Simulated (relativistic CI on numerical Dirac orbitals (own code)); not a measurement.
**Energy levels of Br XVII**

Calculated at this level of theory: Dirac-Coulomb-Breit CI, orbitals from a KLI potential per configuration, model QED (radiative potential, 1s self-energy scaled to tabulated hydrogen-like ionisation energies), unscaled Slater integrals (own radial code, finite nucleus).

Configurations in the expansion (outside the closed core [Ne]): 3s2 3p6 3d, 3s2 3p5 3d2, 3s 3p6 3d2, 3s2 3p6 4s, 3s2 3p6 4p, 3s2 3p6 4d, 3s2 3p6 4f, 3s2 3p5 3d 4s, 3s2 3p5 3d 4p, 3s2 3p6 5s, 3s2 3p6 5p, 3s2 3p5 3d 4d, 3s 3p6 3d 4s, 3s2 3p6 5d, 3s2 3p6 5f, 3s 3p6 3d 4p, 3s2 3p5 3d 4f, 3s2 3p6 5g, 3p6 3d2 4p, 3s2 3p6 6s, 3s2 3p6 6p, 3s 3p6 3d 4d, 3p6 3d3, 3p5 3d4, 3p6 3d2 4s, 3p5 3d3 4s. Double excitations out of closed p, d and f shells are left out; levels of such configurations are missing from the list, as are those of other unlisted configurations, and high levels can miss mixing partners. These lack a partner that the ground configuration has and come out too high: 3s2 3p5 3d 4p, 3s2 3p5 3d 4d, 3s2 3p5 3d 4f.

The lowest level is 3s2 3p6 3d 2D_3/2, with 100 % of that term; Hund's rules for 3s2 3p6 3d give 2D with J = 3/2, in agreement.

| No. | Configuration | Term | J | E (eV) | % | jj configuration (%) |
| --- | --- | --- | --- | --- | --- | --- |
| 1 | 3s2 3p6 3d | 2D | 3/2 | 0.000 | 100 | 3d3/2 (100) |
| 2 | 3s2 3p6 3d | 2D | 5/2 | 1.628 | 100 | 3d5/2 (100) |
| 3 | 3p5 3d2(3F) | 4D° | 1/2 | 84.266 | 99 | 3p3/2^3 3d3/2^2 (64) |
| 4 | 3p5 3d2(3F) | 4D° | 3/2 | 84.822 | 94 | 3p3/2^3 3d3/2^2 (49) |
| 5 | 3p5 3d2(3F) | 4D° | 5/2 | 85.784 | 88 | 3p3/2^3 3d3/2 3d5/2 (71) |
| 6 | 3p5 3d2(3F) | 4D° | 7/2 | 87.167 | 85 | 3p3/2^3 3d3/2 3d5/2 (52) |
| 7 | 3p5 3d2(3F) | 4G° | 9/2 | 89.732 | 82 | 3p3/2^3 3d3/2 3d5/2 (92) |
| 8 | 3p5 3d2(3F) | 4G° | 11/2 | 89.804 | 99 | 3p3/2^3 3d5/2^2 (72) |
| 9 | 3p5 3d2(3F) | 4G° | 7/2 | 90.135 | 66 | 3p3/2^3 3d3/2^2 (60) |
| 10 | 3p5 3d2(3F) | 4G° | 5/2 | 90.338 | 28 | 3p3/2^3 3d3/2^2 (71) |
| 11 | 3p5 3d2(3P) | 4P° | 5/2 | 91.264 | 73 | 3p3/2^3 3d3/2 3d5/2 (76) |
| 12 | 3p5 3d2(3P) | 4P° | 3/2 | 92.200 | 48 | 3p3/2^3 3d3/2 3d5/2 (49) |
| 13 | 3p5 3d2(3F) | 4F° | 3/2 | 92.471 | 38 | 3p3/2^3 3d3/2^2 (47) |
| 14 | 3p5 3d2(3P) | 4P° | 1/2 | 93.751 | 83 | 3p3/2^3 3d3/2 3d5/2 (69) |
| 15 | 3p5 3d2(1D) | 2D° | 5/2 | 94.044 | 65 | 3p3/2^3 3d5/2^2 (70) |
| 16 | 3p5 3d2(3F) | 2G° | 7/2 | 94.194 | 38 | 3p3/2^3 3d3/2 3d5/2 (80) |
| 17 | 3p5 3d2(3F) | 4F° | 9/2 | 94.243 | 74 | 3p3/2^3 3d5/2^2 (71) |
| 18 | 3p5 3d2(1G) | 2F° | 5/2 | 95.848 | 50 | 3p3/2^3 3d3/2 3d5/2 (45) |
| 19 | 3p5 3d2(3F) | 4F° | 3/2 | 96.055 | 38 | 3p3/2^3 3d3/2 3d5/2 (51) |
| 20 | 3p5 3d2(1G) | 2F° | 7/2 | 96.916 | 49 | 3p3/2^3 3d3/2 3d5/2 (60) |
| 21 | 3p5 3d2(3F) | 4G° | 5/2 | 97.068 | 39 | 3p1/2 3p3/2^4 3d3/2 3d5/2 (37) |
| 22 | 3p5 3d2(1G) | 2H° | 11/2 | 97.307 | 99 | 3p3/2^3 3d3/2 3d5/2 (72) |
| 23 | 3p5 3d2(1D) | 2P° | 1/2 | 97.376 | 88 | 3p3/2^3 3d5/2^2 (77) |
| 24 | 3p5 3d2(1D) | 2F° | 7/2 | 97.533 | 93 | 3p3/2^3 3d5/2^2 (42) |
| 25 | 3p5 3d2(1G) | 2H° | 9/2 | 101.201 | 64 | 3p3/2^3 3d3/2 3d5/2 (60) |
| 26 | 3p5 3d2(3F) | 2G° | 7/2 | 101.249 | 54 | 3p1/2 3p3/2^4 3d3/2 3d5/2 (80) |
| 27 | 3p5 3d2(1D) | 2D° | 3/2 | 101.657 | 41 | 3p1/2 3p3/2^4 3d5/2^2 (33) |
| 28 | 3p5 3d2(3P) | 4D° | 5/2 | 102.016 | 74 | 3p3/2^3 3d3/2 3d5/2 (55) |
| 29 | 3p5 3d2(3P) | 4D° | 3/2 | 102.753 | 41 | 3p3/2^3 3d5/2^2 (26) |
| 30 | 3p5 3d2(3P) | 4D° | 7/2 | 102.813 | 77 | 3p3/2^3 3d5/2^2 (43) |

Energies count from the lowest computed level; ° marks odd parity. Percentages are summed over parent terms; the parents shown are those of the largest component, closed shells are left out there. Filled j subshells are mostly left out of the jj labels.

The mean weight of the leading LS term, summed over parents, in these 30 levels is 69 %, and that of the leading jj configuration (from the same eigenvectors) 63 %.

At this charge energies of transitions that change n are usually good to better than 1 %, and those within a shell (Δn = 0) to a few per cent.

LS names give the leading component of a level, which can be under half, so a name can repeat, a term be missing and a line seem to break the LS rules.
